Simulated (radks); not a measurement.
Values are calculated unless marked as measured or tabulated.
The antimony ion Sb+ inside a hard spherical wall (all orbitals vanish at R), configuration held at [Kr] 4d10 5s2 5p2 and not refilled when levels cross. Code: a radial shooting solver on a logarithmic mesh with Libxc functionals. Model: scalar-relativistic Kohn-Sham, PBE, spin-polarised, spherical densities, point nucleus; open shells are filled with parallel spins first (spin-orbit coupling, left out, can overturn this in heavy ions). Eigenvalues in eV for spin up, with the zero of energy where the potential of the charges vanishes at infinity; a dash marks a level that is unbound or too diffuse for the functional's potential to be trusted. A positive occupied level is held by the wall or, in an anion where self-interaction has pushed it up, behind a barrier. The pressure on the wall is -dE/dV.

R (bohr),E (hartree),kinetic (hartree),e(4p),e(4d),e(5s),e(5p),"e(6s, empty)","e(5d, empty)",pressure (GPa)
free,-6481.17410,6778.770,-110.25,-42.005,-21.235,-12.624,-4.866,-3.818,0
20,-6481.17410,6778.770,-110.25,-42.005,-21.235,-12.624,-4.866,-3.818,< 0.0001
15,-6481.17410,6778.770,-110.25,-42.005,-21.235,-12.624,-4.864,-3.816,< 0.0001
12,-6481.17410,6778.770,-110.25,-42.005,-21.234,-12.624,-4.833,-3.796,< 0.0001
8,-6481.17357,6778.777,-110.22,-41.973,-21.210,-12.597,-3.930,-3.350,0.0317
7,-6481.17142,6778.798,-110.12,-41.880,-21.143,-12.514,-2.775,-2.822,0.206
6,-6481.16096,6778.880,-109.81,-41.570,-20.913,-12.212,-0.156,-1.658,1.34
5,-6481.11105,6779.201,-108.82,-40.619,-20.161,-11.156,6.120,1.106,9.25
4,-6480.86657,6780.455,-106.03,-37.947,-17.559,-7.460,22.609,8.467,72.5
3,-6479.51659,6786.119,-98.048,-30.391,-6.741,6.988,73.020,31.682,774
